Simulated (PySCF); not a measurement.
How methods differ on the excitation energy of P²⁺

P²⁺ [Ne] 3s2 3p1 (2P) → P²⁺ [Ne] 3s1 3p2 (4P), as a difference of total energies. All numbers are calculated (PySCF 2.14, no relativity, point nucleus, in aug-cc-pV(5+d)Z (8s7p6d4f3g2h, 136 functions)). Correlated levels: valence: [Ne] frozen. The calculations carry no spin-orbit coupling.

```tsv
method	excitation energy (cm⁻¹)
UHF	43679
LDA	56714
PBE	55662
PBE0	54133
r2SCAN	49629
MP2 (valence)	52190
SCS-MP2 (valence)	55491
```

A first-order spin-orbit estimate (lowest level to lowest level, LS coupling) adds 0.005 eV.
